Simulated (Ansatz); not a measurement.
Consider the ligand exchange at a Ge–C bond: `[GeH3][CH]1[CH2][GaH]1` + CH₃NH₂ → `C[NH][GeH3]` + `[CH2]1[CH2][GaH]1`.

Gas-phase electronic energies from Ansatz, PBE0-D4/def2-TZVP geometries. CBS: MP2 limit from def2 TZ/QZ plus the TZ coupled-cluster correction, frozen cores. Functionals use def2-TZVPP. For Ga, Ge outer-core shells are correlated without core-valence functions, which leaves a few kJ/mol of doubt a bond. Scalar relativity is left out up to krypton.

```json
{"level": "BLYP-D4", "ΔE (kJ/mol)": "78.0", "difference from CCSD(T)/CBS": "28.2"}
{"level": "r2SCAN-D4", "ΔE (kJ/mol)": "47.4", "difference from CCSD(T)/CBS": "-2.4"}
{"level": "r2SCANh-D4", "ΔE (kJ/mol)": "44.2", "difference from CCSD(T)/CBS": "-5.6"}
{"level": "PBE-QIDH", "ΔE (kJ/mol)": "28.4", "difference from CCSD(T)/CBS": "-21.4"}
{"level": "BLYP", "ΔE (kJ/mol)": "67.8", "difference from CCSD(T)/CBS": "18.0"}
{"level": "PBE0", "ΔE (kJ/mol)": "43.5", "difference from CCSD(T)/CBS": "-6.3"}
{"level": "r2SCAN0", "ΔE (kJ/mol)": "38.0", "difference from CCSD(T)/CBS": "-11.8"}
{"level": "LC-ωPBE", "ΔE (kJ/mol)": "0.4", "difference from CCSD(T)/CBS": "-49.4"}
{"level": "CCSD(T)/def2-SVP", "ΔE (kJ/mol)": "33.3", "difference from CCSD(T)/CBS": "-16.5"}
{"level": "SCS-MP2/def2-QZVPP", "ΔE (kJ/mol)": "30.8", "difference from CCSD(T)/CBS": "-19.0"}
{"level": "CCSD(T)/CBS", "ΔE (kJ/mol)": "49.8", "difference from CCSD(T)/CBS": "0"}
```

Largest T1 diagnostic among the species: 0.016.

From PBE to PBE0 (25 % exact exchange), in def2-TZVPP and without D4, ΔE moves by −15.0 kJ/mol. At CCSD(T), def2-SVP lies −16.5 kJ/mol from the extrapolated value and def2-TZVPP −9.8 kJ/mol. Leaving LDA and LC-ωPBE aside and taking each functional with its dispersion term where it has one, the values, not all of them listed here, spread over 55.1 kJ/mol, from ωB97X-V to BLYP-D4. LDA lies −4.5 kJ/mol from PBE without D4.
